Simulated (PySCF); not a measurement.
Ge(F)3(SiH3) (F3GeH3Si), SMILES [Ge]([SiH3])([F])([F])[F].

Coordinates come from a B3LYP-D3(BJ)/def2-SVP optimisation. This is a generated structure with no PubChem entry under its InChIKey; it may be hypothetical.

Two levels are set side by side: PBE/def2-TZVP (PySCF) and r2SCAN/def2-TZVP (PySCF). Same geometry, gas phase. Differences are taken from unrounded values.

| quantity | r2SCAN |
|---|---|
| orbital gap (eV) | 7.25 |
| highest occupied level (eV) | -8.72 |
| lowest empty level (eV) | -1.47 |
| dipole moment (D) | 4.07 |
| mean polarisability (bohr³) | 54.7 |

What does PBE give, and how far is it from r2SCAN? (An estimate is asked for; the answer gives what the named calculation found.)


| quantity | PBE | PBE minus r2SCAN |
|---|---|---|
| orbital gap (eV) | 6.51 | -0.73 |
| highest occupied level (eV) | -8.36 | 0.36 |
| lowest empty level (eV) | -1.84 | -0.37 |
| dipole moment (D) | 3.96 | -0.12 |
| mean polarisability (bohr³) | 56.9 | 2.2 |

Rough cost on one machine, each run with all the roots and properties that it gave: r2SCAN against PBE about 3 times.
